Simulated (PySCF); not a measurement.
Isomers of C6H11ClSi.

All values: PBE0/pcSseg-1 (PySCF) at GFN2-xTB geometries, gas phase, one conformer each.

Question: Rank by LUMO energy, highest first.
A. `[CH2:1]=[C:2]([CH3:3])[Si:4]1([Cl:5])[CH2:6][CH2:7][CH2:8]1` with C1–C2–Si4–Cl5 165°, C2–Si4–C6–C7 -107°, Si4–C6–C7–C8 -9°, C6–C7–C8–Si4 9°, C2–Si4–C8–C7 108°
B. `[Cl:1][SiH2:2]/[CH:3]=[CH:4]/[CH2:5][CH:6]1[CH2:7][CH2:8]1` with Cl1–Si2–C3–C4 -1°, C3–C4–C5–C6 122°, C4–C5–C6–C7 82°
C. `[CH3:1][C:2]#[C:3][CH2:4][C@:5]([CH3:6])([SiH3:7])[Cl:8]` with C3–C4–C5–C6 64°

Answer: C (0.14 eV), B (-0.28 eV), A (-0.53 eV).

Question: Rank by dipole moment, highest first.
A. `[CH2:1]=[C:2]([CH3:3])[Si:4]1([Cl:5])[CH2:6][CH2:7][CH2:8]1` with C1–C2–Si4–Cl5 165°, C2–Si4–C6–C7 -107°, Si4–C6–C7–C8 -9°, C6–C7–C8–Si4 9°, C2–Si4–C8–C7 108°
B. `[CH2:1]=[C:2]=[C:3]([CH3:4])[Si@@H:5]([Cl:6])[CH2:7][CH3:8]` with C2–C3–Si5–Cl6 -119°, C3–Si5–C7–C8 66°
C. `[CH3:1][C:2]#[C:3][CH2:4][C@:5]([CH3:6])([SiH3:7])[Cl:8]` with C3–C4–C5–C6 64°

Answer: C (2.65 D), B (1.86 D), A (1.57 D).

All values together:

```tsv
SMILES	μ (D)	HOMO (eV)	LUMO (eV)	lowest IAO charge (e)	highest IAO charge (e)	lowest Hirshfeld charge (e)	highest Hirshfeld charge (e)
C=C=C(C)[Si@@H](Cl)CC	1.86	-7.50	-0.23	-0.540 (C)	+0.941 (Si)	-0.158 (C)	+0.367 (Si)
C=C(C)[Si]1(Cl)CCC1	1.57	-7.44	-0.53	-0.559 (C)	+1.025 (Si)	-0.169 (C)	+0.389 (Si)
CC#CC[C@](C)([SiH3])Cl	2.65	-7.48	0.14	-0.436 (C)	+0.601 (Si)	-0.130 (C)	+0.291 (Si)
C=C1C[C@@H](C)C[Si@@H]1Cl	1.88	-7.61	-0.58	-0.556 (C)	+0.906 (Si)	-0.165 (C)	+0.358 (Si)
Cl[SiH2]/C=C/CC1CC1	1.99	-7.67	-0.28	-0.471 (C)	+0.814 (Si)	-0.160 (C)	+0.341 (Si)
```

Conformers: `[CH2:1]=[C:2]=[C:3]([CH3:4])[Si@@H:5]([Cl:6])[CH2:7][CH3:8]` with C2–C3–Si5–Cl6 -119°, C3–Si5–C7–C8 66°; `[CH2:1]=[C:2]([CH3:3])[Si:4]1([Cl:5])[CH2:6][CH2:7][CH2:8]1` with C1–C2–Si4–Cl5 165°, C2–Si4–C6–C7 -107°, Si4–C6–C7–C8 -9°, C6–C7–C8–Si4 9°, C2–Si4–C8–C7 108°; `[CH3:1][C:2]#[C:3][CH2:4][C@:5]([CH3:6])([SiH3:7])[Cl:8]` with C3–C4–C5–C6 64°; `[CH2:1]=[C:2]1[CH2:3][C@@H:4]([CH3:5])[CH2:6][Si@@H:7]1[Cl:8]` with C1–C2–C3–C4 -146°, C2–C3–C4–C5 -170°, C3–C4–C6–Si7 39°, C4–C6–Si7–Cl8 98°; `[Cl:1][SiH2:2]/[CH:3]=[CH:4]/[CH2:5][CH:6]1[CH2:7][CH2:8]1` with Cl1–Si2–C3–C4 -1°, C3–C4–C5–C6 122°, C4–C5–C6–C7 82°.
